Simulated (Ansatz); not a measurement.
Cost and result for the atomization energy of CH6AlFSi, SMILES `F[CH]([AlH2])[SiH3]` (10 atoms, 9 bonds).

```csv
atom,x (Å),y (Å),z (Å)
F1,-1.055,-0.240,-1.649
C2,-0.500,0.332,-0.483
Al3,-1.377,-0.387,1.138
Si4,1.375,0.096,-0.514
H5,-0.677,1.418,-0.532
H6,-2.425,-1.564,1.010
H7,-0.966,0.248,2.533
H8,1.717,-1.343,-0.345
H9,1.965,0.583,-1.788
H10,1.942,0.858,0.631
```

The species carries charge 0 and has multiplicity 1. Geometry: relaxed with PBE0-D4/def2-TZVP. Program: Ansatz. All runs use 2 threads of an Arm Neoverse V1 on a shared host. Times are those of one run each, without the atoms' runs, and a repeat can differ threefold. Electronic energies, without spin–orbit coupling; frozen cores. CCSD(T)/CBS adds CCSD(T) − MP2 in def2-TZVPP to the MP2 limit, and its time is that of the two runs behind it. T1 = 0.012. HSE06 is the plane-wave form, built on full-range PBE exchange.

CCSD(T)/CBS is a level of theory with its own doubt, some kJ/mol a heavy atom from the limit and from the frozen cores, so smaller differences don't rank the functionals.

```json
{"level": "LDA (SPW92)/def2-TZVPP", "functions": "230", "wall time": "1.9 s"}
{"level": "BLYP-D4/def2-TZVPP", "functions": "230", "wall time": "3 s"}
{"level": "revPBE-D4/def2-TZVPP", "functions": "230", "wall time": "3.2 s"}
{"level": "CCSD(T)/def2-SVP", "functions": "94", "wall time": "3.9 s"}
{"level": "BHLYP-D4/def2-TZVPP", "functions": "230", "wall time": "4.4 s"}
{"level": "PBE0-D4/def2-TZVPP", "functions": "230", "wall time": "4.5 s"}
{"level": "HSE06-D4/def2-TZVPP", "functions": "230", "wall time": "4.9 s"}
{"level": "CAM-B3LYP-D4/def2-TZVPP", "functions": "230", "wall time": "4.9 s"}
{"level": "PBE-QIDH/def2-TZVPP", "functions": "230", "wall time": "8.5 s"}
{"level": "ωB97X-V/def2-TZVPP", "functions": "230", "wall time": "12 s"}
{"level": "MP2/def2-QZVPP", "functions": "434", "wall time": "27 s"}
{"level": "CCSD(T)/def2-TZVPP", "functions": "230", "wall time": "120 s"}
{"level": "CCSD(T)/CBS(def2)", "functions": "–", "wall time": "2.4 min"}
```

(1) What atomization energy does each give, and how far from CCSD(T)/CBS? (Estimate.)

## Answers

(1) The calculation gave: 
| level | atomization (kJ/mol) | difference from CCSD(T)/CBS | per bond |
| --- | --- | --- | --- |
| LDA (SPW92)/def2-TZVPP | 3410.7 | 370.2 | 41.1 |
| BLYP-D4/def2-TZVPP | 3014.5 | -26.0 | -2.9 |
| revPBE-D4/def2-TZVPP | 2980.6 | -59.9 | -6.7 |
| CCSD(T)/def2-SVP | 2857.2 | -183.3 | -20.4 |
| BHLYP-D4/def2-TZVPP | 2970.7 | -69.8 | -7.8 |
| PBE0-D4/def2-TZVPP | 3003.4 | -37.1 | -4.1 |
| HSE06-D4/def2-TZVPP | 3004.9 | -35.6 | -3.9 |
| CAM-B3LYP-D4/def2-TZVPP | 3052.1 | 11.6 | 1.3 |
| PBE-QIDH/def2-TZVPP | 2993.1 | -47.4 | -5.3 |
| ωB97X-V/def2-TZVPP | 3058.9 | 18.4 | 2.0 |
| MP2/def2-QZVPP | 3020.8 | -19.7 | -2.2 |
| CCSD(T)/def2-TZVPP | 2960.3 | -80.2 | -8.9 |
| CCSD(T)/CBS(def2) | 3040.5 | 0.0 | 0.0 |

From PBE to PBE0 (25 % exact exchange), in def2-TZVPP and without D4, the atomization energy moves by −31.6 kJ/mol: exact exchange takes away binding that semilocal exchange gives to molecules. In def2-TZVPP, CCSD(T) changes the Hartree–Fock value by +703.5 kJ/mol (the triples alone add +34.2 kJ/mol) and MP2 by +716.0 kJ/mol; breaking electron pairs costs correlation energy, which Hartree–Fock lacks. Leaving LDA and LC-ωPBE aside and taking each functional with its dispersion term where it has one, the values, not all of them listed here, spread over 95.7 kJ/mol, from BHLYP-D4 to B97M-V. LDA lies +391.6 kJ/mol from PBE without D4, its usual overbinding.
